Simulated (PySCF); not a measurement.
Protons, H atoms and electrons added to or taken from NC=O. Isolated molecules, 0 K electronic values unless said otherwise. One relaxed conformer stands for each flexible species; it need not be the lowest. Strings in code marks are SMILES.

Quantity: electronic energy of isomers of CH4NO (charge +1) relative to `[H]/[O+]=C/N`, in kcal/mol.

Case: `[NH3+]C=O` (not the most basic site). Geometry of `[NH3+]C=O` (charge +1, multiplicity 1, Å):

```xyz
7

N     -0.6586    -0.0048    -0.0138
C      0.9201    -0.0019     0.0217
O      1.4708     0.9903    -0.2368
H     -0.9770     0.9346    -0.2775
H     -1.0504    -0.2471     0.9037
H     -1.0132    -0.6839    -0.6972
H      1.3083    -0.9874     0.2998
```

### Question
What electronic energy of isomers of CH4NO (charge +1) relative to `[H]/[O+]=C/N` does frozen-core MP2/6-31G* // B3LYP-D3(BJ)/def2-TZVP (PySCF) give?

### Answer
13.1 kcal/mol.
